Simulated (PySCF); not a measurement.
Compound: C4H3IS.
Atom-mapped SMILES: `[S:1]=[C:2]=[CH:3]/[CH:4]=[CH:5]/[I:6]` (hydrogens: H7 on C3; H8 on C4; H9 on C5)

Method: PBE0-D3(BJ)/def2-SVP geometry optimisation, gas phase, def2 core potentials past Kr (PySCF); density fitting, grid level 1; the optimiser is geomeTRIC in internal coordinates, started from a GFN2-xTB structure with every atom displaced at random (about 0.01 Å).

Step 0: E = -23116.2346 eV
```
atom  x, y, z in Å  |  force x, y, z in eV/Å
S1      3.4518   -0.6976   -0.6732   -1.126   0.427   0.424
C2      2.0503   -0.1975   -0.1457    1.559  -0.521  -0.496
C3      0.8735    0.2050    0.2970    1.752   0.516   0.768
C4     -0.3388   -0.1825   -0.2633   -2.819  -0.090  -0.265
C5     -1.5373    0.2369    0.2156    0.301   0.064   0.109
I6     -3.3841   -0.3210   -0.5978    0.271   0.062   0.091
H7      0.8849    0.8736    1.1583    0.026   0.176   0.213
H8     -0.3213   -0.8467   -1.1136    0.033  -0.339  -0.444
H9     -1.6208    0.9132    1.0885    0.001  -0.296  -0.400
```

Step 1: E = -23116.3174 eV
```
atom  x, y, z in Å  |  force x, y, z in eV/Å
S1      3.5548   -0.5575   -0.5524   -0.211  -0.102  -0.053
C2      2.0855   -0.2256   -0.1545    0.314   0.162   0.063
C3      0.8865    0.1516    0.2558   -0.203  -0.120  -0.096
C4     -0.3997   -0.2288   -0.3024    0.142   0.079   0.112
C5     -1.5467    0.2394    0.2123   -0.129   0.035   0.026
I6     -3.4375   -0.2387   -0.5219    0.079   0.002   0.005
H7      0.8928    0.8290    1.1185    0.015   0.031   0.047
H8     -0.4075   -0.9069   -1.1582    0.014  -0.037  -0.045
H9     -1.5700    0.9210    1.0687   -0.022  -0.051  -0.059
```

Step 2: E = -23116.3287 eV
```
atom  x, y, z in Å  |  force x, y, z in eV/Å
S1      3.4764   -0.6579   -0.6708   -0.112  -0.072  -0.046
C2      2.0685   -0.2294   -0.1678    0.270   0.166   0.125
C3      0.9079    0.1945    0.3060   -0.240  -0.034  -0.002
C4     -0.3814   -0.1800   -0.2439    0.002  -0.065  -0.086
C5     -1.5657    0.2469    0.2220    0.136   0.041   0.060
I6     -3.3768   -0.3256   -0.6238   -0.048   0.007   0.008
H7      0.9561    0.8688    1.1717   -0.006  -0.019  -0.026
H8     -0.3615   -0.8581   -1.1014    0.008  -0.024  -0.032
H9     -1.6653    0.9242    1.0736   -0.012   0.000  -0.001
```

Step 3: E = -23116.3365 eV
```
atom  x, y, z in Å  |  force x, y, z in eV/Å
S1      3.4593   -0.6677   -0.6668    0.025  -0.052  -0.048
C2      2.0678   -0.2104   -0.1508    0.043   0.121   0.119
C3      0.8959    0.2029    0.3088    0.085  -0.098  -0.077
C4     -0.3741   -0.1928   -0.2661   -0.081   0.057   0.059
C5     -1.5500    0.2401    0.2153   -0.006  -0.043  -0.051
I6     -3.3845   -0.3090   -0.5948   -0.038  -0.007  -0.013
H7      0.9213    0.8764    1.1760   -0.035  -0.025  -0.042
H8     -0.3455   -0.8701   -1.1260   -0.001   0.028   0.032
H9     -1.6321    0.9141    1.0701    0.007   0.019   0.021
```

Task: Estimate the geometry and energy of step 4. (The exact step hangs on the optimiser's Hessian estimate; all steps are aligned on step 3, rigid shifts and turns removed.)

Result: E = -23116.3368 eV, largest force 0.214 eV/Å
```
atom  x, y, z in Å  |  force x, y, z in eV/Å
S1      3.4799   -0.6635   -0.6511    0.058  -0.003  -0.002
C2      2.0885   -0.1998   -0.1401   -0.209  -0.025  -0.037
C3      0.8992    0.1929    0.2947    0.091   0.040   0.067
C4     -0.3785   -0.1939   -0.2710    0.007  -0.075  -0.100
C5     -1.5539    0.2378    0.2129    0.013   0.015   0.023
I6     -3.4044   -0.2985   -0.5777    0.057  -0.004  -0.006
H7      0.9108    0.8666    1.1602   -0.007   0.029   0.032
H8     -0.3554   -0.8693   -1.1319   -0.007   0.007   0.008
H9     -1.6280    0.9110    1.0697   -0.003   0.015   0.016
```

The energy changes by -0.0004 eV. The first-order estimate −F·Δx gives -0.0071 eV and the mean of the old and new forces, exact on a quadratic surface, -0.0003 eV. The step makes an angle of 64° with the force vector and moves no atom by more than 0.028 Å.

What follows is the cost of the whole optimisation. Hardware: one thread, Arm Neoverse V1 (aarch64), no GPU (shared host). Cost: 50 s, 0.50 GiB resident at most.
